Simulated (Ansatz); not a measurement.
Isolated molecules relaxed with PBE0-D4/def2-TZVP in Ansatz; ΔE leaves out vibrations. CCSD(T)/CBS is the MP2 limit (def2-TZVPP, def2-QZVPP) plus CCSD(T) − MP2 in def2-TZVPP, frozen cores. This one scheme is used for every species. Functionals use def2-TZVPP. B3LYP here is the variant with VWN-RPA as its local correlation; programs differ in this. HSE06 is defined as in plane-wave codes. def2 core potentials past Kr. For In outer-core shells are correlated without core-valence functions, which leaves a few kJ/mol of doubt a bond. Each species was taken in one conformer, which may not be the lowest.

Reaction (hydrogenolysis of the In–N bond): `C[NH][In]([F])[F]` + H₂ → `[F][InH][F]` + CH₃NH₂

```csv
level,ΔE (kcal/mol),difference from CCSD(T)/CBS
LDA (SPW92),-8.3,-3.5
r2SCANh-D4,-7.5,-2.7
r2SCAN0-D4,-8.4,-3.6
HSE06-D4,-8.2,-3.4
BHLYP-D4,-8.5,-3.7
ωB97M-V,-8.0,-3.2
B2PLYP,-6.9,-2.1
BLYP,-7.8,-3.0
B3LYP,-9.0,-4.2
HF/def2-SVP,-13.4,-8.6
MP2/def2-TZVPP,-3.8,1.0
SCS-MP2/def2-TZVPP,-5.0,-0.2
MP2/def2-QZVPP,-3.1,1.7
SCS-MP2/def2-QZVPP,-4.4,0.4
HF/CBS(def2),-12.5,-7.7
MP2/CBS(def2),-2.6,2.2
CCSD(T)/CBS,-4.8,0
```

Largest T1 diagnostic among the species: 0.017.

Leaving LDA and LC-ωPBE aside and taking each functional with its dispersion term where it has one, the values, not all of them listed here, spread over 4.7 kcal/mol, from B97M-V to BLYP-D4. At CCSD(T), def2-SVP lies −1.7 kcal/mol from the extrapolated value and def2-TZVPP −1.1 kcal/mol. From BLYP to BHLYP (50 % exact exchange), in def2-TZVPP and without D4, ΔE moves by −2.6 kcal/mol.
